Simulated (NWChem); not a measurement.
BeGeNH$_{5}$; SMILES [NH2][Be][GeH3]

Program: NWChem. Coordinates come from a PBE0/def2-SVP optimisation. One conformer.

Diagonal of the polarisability tensor at PBE/def2-SVPD, static: 57.27, 80.98, 57.56 bohr³.

Q: Find the mean polarisability volume, the molar refraction, and the refractive index that an ideal gas of it would have at 273.15 K and 1 atm.

A: 
1. Mean: one third of the trace = 65.27 bohr³ × 0.14818 Å³/bohr³ = 9.67 Å³.
2. Molar refraction (Lorentz-Lorenz): (4π/3) N_A α = 24.4 cm³/mol.
3. Number density p/kT = 2.687 × 10⁻⁵ Å⁻³; n − 1 = 2π N α = 16.33 × 10⁻⁴.
4. These hold the electronic response alone: vibrational and orientational terms add to the static dielectric constant.
